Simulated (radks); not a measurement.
Charge is removed step by step from the 5s down level of Pm+, starting from [Kr] 4d10 4f5 5s(up 1, down 1) 5p6 6s1. Method: scalar-relativistic Kohn-Sham, r2SCAN, spin-polarised, spherical densities, finite nucleus; open shells are filled with parallel spins first (spin-orbit coupling, left out, can overturn this in heavy ions); meta-GGA in the generalised Kohn-Sham scheme; Fermi nuclear charge, rms radius 4.962 fm; computed with a radial shooting solver on a logarithmic mesh with Libxc functionals. At the starting occupation the eigenvalue is -47.269 eV. Estimate the energy to remove one whole electron from this level, the eigenvalue at the end, and how far E(n) bends from a straight line.

Answer. Delta-SCF 52.866 eV; final eigenvalue -58.668 eV; the deviation from the straight line is -1.427 eV at 0.5 electron removed, the largest on the grid computed. Slater's transition state (half an electron removed) gives 52.866 eV. Integrating minus the eigenvalue over the occupation (Janak's theorem) gives 52.900 eV. In this scalar-relativistic scheme the density is built from large components alone, so the theorem holds only approximately. The mean slope of the eigenvalue, de/dn, is 11.4 eV per electron.
